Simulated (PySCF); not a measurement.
A made-up structure of AlBH3OF, closed shell:

```csv
atom,x (Å),y (Å),z (Å)
B1,-0.4202,1.2821,0.7071
O2,-0.0280,0.1769,0.0673
Al3,0.4493,-1.2389,-0.6831
F4,0.0581,-2.6602,0.0397
H5,-1.4999,1.7535,0.4640
H6,0.3150,1.7908,1.5120
H7,0.3925,-3.4735,0.2740
```

It is relaxed with PBE-D4/def2-SVP and then PBE0-D4/def2-TZVP (PySCF 2.14 with density fitting (its default auxiliary sets; JK sets also for MP2 and CCSD(T))). Atoms count as bonded within 1.22 times the sum of their covalent radii (H–H: 0.88 Å). The end point is not checked to be a true minimum.

Problem. Does its bonding change? (Judge from chemistry; the calculation decides.)

Solution. The calculation gives: Yes. Formed: none; broken: Al3–F4.

Where it ends: The first stage lowers the energy by 1.85 eV in 18 steps. It ends as a complex of AlBH₂O ([BH2][O][Al]) + HF:
```
7
angstrom
B -0.4567 1.2347 0.4378
O 0.2341 0.2647 -0.1672
Al 1.0926 -1.0202 -0.8976
F -0.2596 -2.6540 0.8482
H -1.5280 1.5707 -0.0013
H -0.0034 1.7719 1.4174
H 0.0183 -3.5209 0.6923
```

Labels in which every atom is bracketed show which atoms are joined, not bond orders.

For scale, one of the runs: PBE0-D4/def2-TZVP relaxation, 148 basis functions, launched by `OMP_NUM_THREADS=2 python run.py`. Time: 3.3 min of wall clock on 2 CPU threads of an Arm Neoverse V1; the host was shared. Peak host memory: 1.4 GiB.
